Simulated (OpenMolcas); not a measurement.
Pb+: effect of the IPEA shift

```json
{"Program": "OpenMolcas 26.06", "Basis": "ANO-RCC-VTZP [8s7p5d3f2g]", "Scalar Hamiltonian": "DKH2, point nucleus", "Active space": "3 electrons in 9 orbitals (RAS2 6s 6p; RAS3 6d, at most 2 electrons)", "State averaging": "2S+1 = 4 odd, 1 root (0 in the spin-orbit step); 2S+1 = 2 odd, 3 roots; 2S+1 = 4 even, 3 roots; 2S+1 = 2 even, 9 roots", "Spin-orbit coupling": "state interaction with AMFI integrals over the reference wave functions, term energies averaged over their components"}
```

Methods on the same reference wave functions:
A. RASSCF
B. SS-RASPT2, IPEA 0 Eh, imaginary shift 0.1 Eh (closed shells correlated: 5d)
C. SS-RASPT2, IPEA 0.25 Eh, imaginary shift 0.1 Eh (closed shells correlated: 5d)

Energies in cm⁻¹ above 6s² 6p ²P°_1/2, the measured ground level; measured values from NIST Handbook of Basic Atomic Spectroscopic Data.

```
               Level      A      B      C  Measured
      6s² 6p ²P°_1/2    0.0    0.0    0.0       0.0
      6s² 6p ²P°_3/2  12472  12470  12470     14081
       6s 6p² ⁴P_1/2  52507  59210  59560     57910
       6s 6p² ⁴P_3/2  58642  65750  66060     66125
6s 6p² ⁴P_5/2 [74 %]  64142  70570  70970     73906
       6s 6p² ²D_3/2  74242  77210  77970
```

Deviations, from unrounded energies. A percentage is the sum of absolute deviations over the sum of measured energies, with the sign that they share, or ± where signs differ.

```csv
Against measurement,Levels,A,B,C
mean absolute deviation (cm-1),4,6100,1700,1600
fine structure of the ground term (%),1,-11.4,-11.4,-11.4
other configurations (%),3,-11.4,±2.5,±2.4
```

C lies closest to measurement on these levels and A furthest from it. The largest miss of C in the table is 6s 6p² ⁴P_5/2 [74 %], by -2900 cm-1. The ranking rests on the paired levels alone, and a cruder setting can come out closer through cancelling errors.

Between B and C the level of the table that moves most is 6s 6p² ²D_3/2, by 760 cm-1 (lowest in B, highest in C). Moves below CASPT2's spread within the term are not significant.

The lowest spin-free term lies below A's lowest term by 0.414 hartree in B, 0.413 hartree in C.

Term energies are means over components that CASPT2 splits; among the terms shown or strongly mixed into the levels shown the widest spread is 49 cm-1 (6s 6p² ²D, C). Some high roots are left out of the spin-orbit mixing, which shifts the levels that they would mix with. Active for correlation alone: 6d; no level in the range computed is led by a configuration that fills it, so any true level of that kind is missing. Spin-orbit splittings of 6p shells tend to come out small when the coupling is added on scalar orbitals. Some terms mix strongly with configurations of 6d, whose occupation reaches 0.32 (6s 6p² ²D). Computed and measured levels are paired by configuration, term and J; levels that our copy of the source lacks, or whose pairing is in doubt (as where it misses far off the trend of its configuration), stay unpaired and out of the deviations. Only configurations of the active space appear. The table leaves out levels that lie high or whose names do not pair safely across all columns.

A share in square brackets marks a mixed level and gives the weight of the term that names it, the lowest over the columns. ° marks odd parity.
